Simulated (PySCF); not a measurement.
## Nonlinear optical response: `CB(C)c1c(Br)c1=O`, C5H6BBrO

Cartesian coordinates in Å; atom numbers follow the order of the lines, from 1:
```xyz
14

C    -1.0787   -1.3236    0.7163
B    -0.4716   -0.0799   -0.0174
C    -1.3602    1.0126   -0.7036
C     1.0584    0.1157   -0.0150
C     2.3178   -0.0331   -0.4740
Br    3.2596   -0.8550   -1.8446
C     2.1980    0.7525    0.6793
O     2.5752    1.4337    1.5844
H    -0.4286   -1.7857    1.4719
H    -1.2405   -2.0819   -0.0754
H    -2.0706   -1.1184    1.1477
H    -0.8996    1.4910   -1.5802
H    -1.4889    1.8127    0.0521
H    -2.3685    0.6528   -0.9560
```

Method used: quadratic response CAM-B3LYP/aug-cc-pVDZ first hyperpolarisability, Taylor convention, gas phase in PySCF 2.14.0. Geometry: PBE0-D3(BJ)/def2-SVP.

The calculation is non-relativistic, which matters for the atoms heavier than Zn.

(1) What is the first hyperpolarisability, and how does it disperse?

(2) Which lowest excitations, dipole and polarisabilities go with it?

Results:

(1) In au, Taylor convention; the vector part is βᵢ = ⅓ Σⱼ (βᵢⱼⱼ + βⱼᵢⱼ + βⱼⱼᵢ); β∥ is 3/5 of the vector part along the dipole, the dipole points from − to +:
| process | λ (nm) | β vector norm | β∥ | β HRS | depolarisation ratio |
| --- | --- | --- | --- | --- | --- |
| static β(0;0,0) | ∞ | 419.4 | -211.5 | 189.3 | 3.91 |
| second harmonic β(−2ω;ω,ω) | 1907 | 446.1 | -227.0 | 201.9 | 3.92 |
| Pockels β(−ω;ω,0) | 1907 | 428.0 | -216.4 | – | – |
| second harmonic β(−2ω;ω,ω) | 1064 | 517.9 | -269.8 | 236.0 | 3.95 |
| Pockels β(−ω;ω,0) | 1064 | 448.1 | -228.2 | – | – |

(2) S1 4.68 eV (f = 0.000); S2 4.94 eV (f = 0.070); S3 5.50 eV (f = 0.000); dipole 4.14 D; isotropic α 99.8 au static, 100.1 au at 1907 nm, 100.9 au at 1064 nm, 101.2 au at 953.5 nm, 104.7 au at 532 nm.
